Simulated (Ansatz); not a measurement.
A run for Ansatz (a first-principles code): R-RI-MP2/aug-cc-pVQZ on HBr (SMILES Br) with ghost functions, monomers drawn apart or pushed together. Files ending in .json are basis or fitting sets from the Basis Set Exchange. The run froze 14 orbitals, filled d shells among them.

Ansatz 0.2 input:
```yaml
crystal:
  periodic: [false, false, false]
  atoms:
    - {symbol: Br, position_ang: [0.24976755, -0.59134972, 3.92473434]}
    - {symbol: H, position_ang: [0.02781307, -0.42774419, 2.51604813]}
basis:
  gaussian:
    orbitals: aug-cc-pVQZ
    fitting: {mean_field: def2-universal-JKFIT, correlation: aug-cc-pVQZ-RIFIT.json}
    ghost_atoms:
      - {symbol: C, position_ang: [-0.43984196, -0.08430315, -0.45793347]}
      - {symbol: N, position_ang: [-0.26343036, -0.21408534, 0.66507120]}
      - {symbol: H, position_ang: [-0.60444194, 0.03680709, -1.50541032]}
magnetization: {spin_polarized: false}
correlation: {method: mp2, electrons: outside_noble_gas}
scf: {lower_state_search: off}
```

Q: What total energy does the run end on?

A: -2573.2458 hartree.
